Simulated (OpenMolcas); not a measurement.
**Lines of Ar3+: computed and rescaled rates**

* Program: OpenMolcas 26.06
* Method: SS-CASPT2, IPEA 0.25 Eh, imaginary shift 0.1 Eh (closed shells correlated: 2s 2p)
* Basis: ANO-RCC-VTZP [5s4p2d1f]
* Scalar Hamiltonian: DKH2, point nucleus
* Active space: 5 electrons in 4 orbitals (3s 3p)
* State averaging: 2S+1 = 4 odd, 1 root; 2S+1 = 2 odd, 8 roots kept (CI in the orbitals of an earlier block); 2S+1 = 4 even, 3 roots; 2S+1 = 2 even, 9 roots kept (CI in the orbitals of an earlier block)
* Spin-orbit coupling: RASSI with atomic mean-field integrals over the reference wave functions, term energies averaged over their components

Rates come from the transition moments of the reference wave functions (E1 and E2 in the length form). At fixed line strength A goes as λ^-3 for E1 and M1 and as λ^-5 for E2, so a rate at the computed wavelength can be rescaled to the measured one. Measured vacuum wavelengths follow from level energies in Saloman, J. Phys. Chem. Ref. Data 39, 033101 (2010). Branching counts decays inside the model space alone, at computed energies, and the table is only a selection of the E2 and M1 lines, drawn from those between levels with measured partners whose computed energy lies within a factor of 1.5 of the measured one.

```csv
Upper,Lower,Type,λ computed (nm),λ measured (nm),A computed (s-1),A rescaled (s-1),Branching %
3s² 3p³ ²P°_3/2,3s² 3p³ ⁴S°_3/2,M1,279.1,285.5,1.98e+00,,61.1
3s² 3p³ ²P°_1/2,3s² 3p³ ⁴S°_3/2,M1,279.9,286.9,8.06e-01,,54.4
3s² 3p³ ²P°_3/2,3s² 3p³ ²D°_3/2,M1,731.6,717.3,6.15e-01,,19.0
3s² 3p³ ²P°_1/2,3s² 3p³ ²D°_3/2,M1,737.6,726.5,3.76e-01,,25.4
3s² 3p³ ²P°_3/2,3s² 3p³ ²D°_5/2,M1,737.8,724,3.39e-01,,10.5
3s² 3p³ ²P°_3/2,3s² 3p³ ²D°_5/2,E2,737.8,724,2.11e-01,2.32e-01,6.5
3s² 3p³ ²P°_1/2,3s² 3p³ ²D°_3/2,E2,737.6,726.5,1.82e-01,1.96e-01,12.3
3s² 3p³ ²P°_1/2,3s² 3p³ ²D°_5/2,E2,743.8,733.4,1.17e-01,1.26e-01,7.9
3s² 3p³ ²P°_3/2,3s² 3p³ ²D°_3/2,E2,731.6,717.3,9.17e-02,1.01e-01,2.8
3s² 3p³ ²D°_3/2,3s² 3p³ ⁴S°_3/2,M1,451.2,474.1,1.77e-02,,94.4
3s² 3p³ ²D°_5/2,3s² 3p³ ⁴S°_3/2,E2,448.8,471.3,1.67e-03,,81.3
3s² 3p³ ²D°_3/2,3s² 3p³ ⁴S°_3/2,E2,451.2,474.1,1.04e-03,,5.6
3s² 3p³ ²D°_5/2,3s² 3p³ ⁴S°_3/2,M1,448.8,471.3,3.67e-04,,17.9
3s² 3p³ ²D°_5/2,3s² 3p³ ²D°_3/2,M1,87410,77400,1.61e-05,2.32e-05,0.8
```

Spin-changing lines and M1 lines between different terms are not rescaled, since their strength hangs on the term gaps too.

The largest correction is for 3s² 3p³ ²D°_5/2 → 3s² 3p³ ²D°_3/2 (M1): 1.61e-05 × (87410 / 77400)^3 = 2.32e-05 s-1, a factor of 1.44.

No measured rate stands beside these. Rescaling mends the energy factor alone: line strengths can still be far off where a level mixes with configurations outside the active space, and weak or spin-changing lines hang on small mixing coefficients that depend on the term gaps too, so rescaling need not improve them.

CASPT2 breaks the degeneracy within a term, and the mean is taken; among the terms shown or strongly mixed into the levels shown the widest spread is 230 cm-1 (3s² 3p³ ²D°). Over all roots computed the reference weight is 0.89 to 0.97; the roots of lowest weight are the least certain, and an intruder state may touch them. Terms from blocks run as CI alone lack orbitals of their own. Measured partners are found by configuration, term and J. A level has none where our copy of the source lacks it or the pairing is in doubt (some pairs that miss far off the trend of their configuration count as doubtful). Only configurations of the active space appear.

° marks odd parity.
